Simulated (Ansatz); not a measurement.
```yaml
crystal:
  periodic: [false, false, false]
  atoms:
    - {symbol: C, position_ang: [-0.201899, 1.738516, 0.179864]}
    - {symbol: O, position_ang: [-0.014059, 0.609927, -0.404407]}
    - {symbol: C, position_ang: [0.114286, -0.425099, 0.301831]}
    - {symbol: Al, position_ang: [0.518941, -2.161138, -0.864276]}
    - {symbol: H, position_ang: [0.352054, 2.012804, 1.109957]}
    - {symbol: H, position_ang: [-0.057374, 2.728759, -0.450320]}
    - {symbol: H, position_ang: [-1.173882, 1.897752, 0.416922]}
    - {symbol: H, position_ang: [0.568273, -0.366893, 1.310423]}
    - {symbol: H, position_ang: [-1.015494, -0.618708, 0.493891]}
    - {symbol: H, position_ang: [1.044660, -1.975538, -2.296278]}
    - {symbol: H, position_ang: [0.312142, -3.346959, -0.046202]}
basis:
  gaussian: {orbitals: aug-cc-pVTZ, point_charges: [{charge: -1.00, position_ang: [4.284, 0.432, 0.912]}]}
magnetization: {spin_polarized: true, initial_magnetization: 1}
hamiltonian: {xc: {name: LC-wPBE}}
accuracy: high
```

```sh
$ ansatz run in.yaml --threads 2 --pin off --events-out ev --progress --plain --max-ram 4352MiB
```

It prints (some lines left out):

```
Error: a molecule whose nuclei and cores have a total charge of 40 cannot have a net charge of 0 together with 1 unpaired electrons
```

Task: Something in this input is off. What?

Result: The number of unpaired electrons doesn't fit the electron count. The program refused the input.
